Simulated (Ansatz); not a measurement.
`[CH3][SbH][CH2]O` + `N=CF` → `OC/N=C\F` + `[CH3][SbH2]`  (substitution at a C–Sb bond)

Isolated molecules relaxed with PBE0-D4/def2-TZVP in Ansatz; ΔE leaves out vibrations. CCSD(T)/CBS is the MP2 limit (def2-TZVPP, def2-QZVPP) plus CCSD(T) − MP2 in def2-TZVPP, frozen cores. This one scheme is used for every species. Functionals use def2-TZVPP. B3LYP here is the variant with VWN-RPA as its local correlation; programs differ in this. def2 core potentials past Kr. For Sb outer-core shells are correlated without core-valence functions, which leaves a few kJ/mol of doubt a bond. Each species was taken in one conformer, which may not be the lowest.

```csv
level,ΔE (kcal/mol),difference from CCSD(T)/CBS
PBE-D4,0.5,-1.3
r2SCAN-D4,-0.1,-1.9
PBE0-D4,-0.3,-2.1
B3LYP-D4,0.2,-1.6
ωB97X-V,-1.0,-2.8
ωB97M-V,-0.1,-1.9
B2PLYP,-0.2,-2.0
PBE,-0.2,-2.0
r2SCAN,-0.3,-2.1
PBE0,-1.0,-2.8
B3LYP,-1.0,-2.8
HF/def2-TZVPP,-3.7,-5.5
MP2/def2-TZVPP,1.5,-0.3
SCS-MP2/def2-TZVPP,0.6,-1.2
CCSD/def2-TZVPP,-0.3,-2.1
CCSD(T)/def2-TZVPP,0.2,-1.6
HF/def2-QZVPP,-3.4,-5.2
MP2/def2-QZVPP,2.5,0.7
SCS-MP2/def2-QZVPP,1.5,-0.3
HF/CBS(def2),-3.4,-5.2
MP2/CBS(def2),3.1,1.3
CCSD/CBS(def2),1.3,-0.5
CCSD(T)/CBS,1.8,0
```

Largest T1 diagnostic among the species: 0.013.

The D4 term adds +1.2 kcal/mol with B3LYP and +0.7 kcal/mol with PBE0; it sums over pairs of atoms, weighted by their polarisabilities, and B3LYP, whose exchange is more repulsive, gets the larger term. In def2-TZVPP, CCSD(T) changes the Hartree–Fock value by +3.9 kcal/mol (the triples alone add +0.5 kcal/mol) and MP2 by +5.2 kcal/mol.
